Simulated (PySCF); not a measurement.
Compound: 4-bromobenzonitrile, C7H4BrN.
SMILES: `c1cc(C#N)ccc1Br`

Linear response at B3LYP/def2-SVPD (PySCF, frozen core in the response, non-relativistic). Isolated species at its PBE0-D3(BJ)/def2-SVP geometry, gas phase. Relativistic effects, spin–orbit coupling among them, are left out although an element past zinc is present.

Static isotropic polarisability: 111.47 au (16.52 Å³), principal values 62.3, 97.5, 174.6 au.

Problem. What is the polarisability at 1064 nm and at the sodium D line?

Solution. 113.28 au at 1064 nm (+1.6 %), 117.87 au at 589.3 nm (+5.7 %). The rise at 589.3 nm is 3.54 times that at 1064 nm; a pure ω² law gives 3.26. The lowest singlet lies at 254 nm, shorter than both wavelengths.

Problem. What is the isotropic C6 coefficient between two such molecules, C6 = (3/π)∫α(iω)² dω?

Solution. 4201 au (Eh·bohr⁶) by a ten-point quadrature over imaginary frequencies, which is 2510 eV·Å⁶ or 242 J·nm⁶/mol.

Problem. Which effective excitation energy ω̄ makes London's formula C6 = (3/4)α²ω̄ exact here?

Solution. ω̄ = 4·C6/(3α²) = 0.451 Eh = 12.3 eV. A one-pole form α(ω) = α/(1 − ω²/ω̄²) fitted to the 1064 nm value gives 9.2 eV.

Problem. What molar refraction at the D line follows from R = (4π/3)·N_A·α′, with α′ the polarisability volume?

Solution. α′ = 17.47 Å³ gives R = 44.06 cm³/mol, for isolated, non-vibrating species.

Problem. How anisotropic is the static polarisability, by Δα² = ½[(α1 − α2)² + (α2 − α3)² + (α3 − α1)²]?

Solution. Δα = 99.5 au, or 0.89 of the isotropic value.

Problem. What does −C6/R⁶ come to at R = 12 Å between centres?

Solution. -81 J/mol. This is the leading, orientation-averaged term; C8 and higher terms are left out.

Problem. How many electrons N does the Slater–Kirkwood formula C6 = (3/4)·√N·α^(3/2) need to give this C6?

Solution. N = (4·C6/3)²/α³ = 22.7; the species has 88 electrons in all.

Problem. The lowest 6 singlets have (eV, f): 4.89, 0.000; 5.01, 0.395; 5.56, 0.000; 5.57, 0.000; 5.97, 0.154; 6.18, 0.001. What share of the static polarisability do they carry in the sum over states α = Σ f/ω²?

Solution. 14.90 au, 13.4 % of α; the largest term, 11.68 au, is that of the state at 5.01 eV. Their oscillator strengths add up to 0.55. Higher states carry the rest.

Problem. What three-body coefficient follows from the one-pole estimate C9 = (3/4)·α·C6?

Solution. 351000 au. This is an estimate from the two numbers above, not a computed integral.
